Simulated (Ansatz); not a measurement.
CH5In⁺, that is InH2Me with one electron fewer. Total charge 1; doublet. Geometry PBE0-D4/def2-TZVP; atoms count from 1.

Cartesian coordinates in Å:
```
In -0.939 1.134 -0.093
H -0.124 2.148 0.961
H -2.004 0.431 -1.176
C 0.696 -0.851 0.074
H 1.381 -0.484 -0.686
H 0.011 -1.648 -0.196
H 0.978 -0.731 1.115
```

In the def2 sets In takes a core potential; there is no spin–orbit coupling.

Problem. Estimate the Mulliken populations from the PBE0/def2-TZVP orbitals of Ansatz.

Solution. 
```csv
atom,charge (e),spin (α − β)
In1,0.58,0.16
H2,0.09,0.03
H3,0.09,0.03
C4,-0.39,0.85
H5,0.20,-0.02
H6,0.21,-0.02
H7,0.21,-0.02
```
Mulliken values and Mayer orders depend strongly on the basis.

Problem. Where does the spin sit?

Solution. Summed by element: In 0.16, H 0.00, C 0.85, of 1 unpaired in all. Largest on single atoms: C4 0.85, In1 0.16, H2 0.03.

Problem. And the Mayer bond orders between bonded heavy atoms (over 0.3)?

Solution. In1–C4 0.41 (2.58 Å).
